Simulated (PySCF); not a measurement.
## Assignment exercise: C₃H₁₃FSi₄

Structure with atom numbers: `[F:1][Si@H:2]1[CH2:3][C@H:4]([SiH:5]([SiH3:6])[SiH3:7])[CH2:8]1`; H(Xn) means a hydrogen on atom n. Ha(C3), Ha(C8) are cis to F1 on the ring; Hb(C3), Hb(C8) are trans to F1 on the ring.

Method: σ from GIAO-PBE0/pcSseg-1, geometry: GFN2-xTB, in PySCF (one conformer, gas phase, equivalent nuclei averaged, no relativistic terms).

Chemical shifts δ = σref − σ; 13C and 1H against TMS, all at this level.

(1) Assign these signals to the numbered atoms. 13C{1H} NMR (computed): δ 32.3, 15.1.

(2) Assign these signals to the numbered atoms. 1H NMR (500 MHz, computed): δ 5.88 (m, 1H), 3.84 (m, 1H), 3.45 (d, 6H), 2.14 (m, 2H), 1.96 (m, 1H), 1.48 (m, 2H).

Answers

(1) 
| δ (ppm) | atoms | environment | reason |
| --- | --- | --- | --- |
| 32.3 | C3/C8 | sp3 CH2 bonded to Si | – |
| 15.1 | C4 | sp3 CH bonded to Si | – |

(2) 
5.88 → H(Si2), hydrogen on a silicon bonded to 2 C, F, in a 4-membered ring
3.84 → H(Si5), hydrogen on a silicon bonded to C, 2 Si
3.45 → H(Si6)/H(Si7), hydrogen on a silicon bonded to Si
2.14 → Ha(C3)/Ha(C8), hydrogen on an sp3 CH2 bonded to Si
1.96 → H(C4), hydrogen on an sp3 CH bonded to Si
1.48 → Hb(C3)/Hb(C8), hydrogen on an sp3 CH2 bonded to Si

Splittings by 19F in the carbon and heteronuclear signals aren't shown, as no couplings were computed. Shifts are as computed. Against solution values, carbons near 30 ppm lie about +3 ppm off and those near 130 ppm about +5 ppm. Of 1211 compounds with measured shifts, 218 miss one by over three times the rms of a fit or turn the order of signals round; such compounds aren't used in these exercises. Multiplicities follow the n + 1 count of equivalent neighbours, as no J values were calculated; m marks all less simple cases, F and P coupling included.
